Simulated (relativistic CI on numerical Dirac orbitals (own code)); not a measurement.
# Dy4+ (4f8) in a crystal field

Calculated by Dirac-Coulomb-Breit CI, separate exchange-only KLI orbitals for each configuration, QED by a radiative potential, one configuration in a parametric crystal field, unscaled Slater integrals (own radial code). With so little scaling, terms lie 10 to 35 % too far apart, which can change the order of excited levels.

Field parameters in Wybourne normalisation; cubic f-shell fields have B⁴₄ = √(5/14) B⁴₀ and B⁶₄ = −√(7/2) B⁶₀. The field is a parameter set, without covalency.

S is read from ⟨S²⟩ = S(S + 1).

Powder χT (cm³ K mol⁻¹) by Van Vleck's formula, with temperature-independent terms:

```
                                                                                                              Field   2 K   5 K  10 K  20 K  50 K  100 K  200 K  300 K
C2v, B20 = -360, B22 = -120, B40 = 1180, B42 = -650, B44 = 430, B60 = -770, B62 = -140, B64 = -130, B66 = -700 cm⁻¹  3.16  5.89  7.93  9.51  10.8   11.3   11.5   11.6
                                                                                    Oh, B40 = -3940, B60 = 830 cm⁻¹   1.5  3.73  6.61  8.88  10.1   10.6   11.1   11.3
```

(1) For Oh, B40 = -3940, B60 = 830 cm⁻¹: what effective moment follows at 300 K?

Results:

(1) μ_eff = √(8χT) = 9.53 μB. The LS value g√(J(J + 1)) of the free ion's 7F_6 level is 9.72 μB.
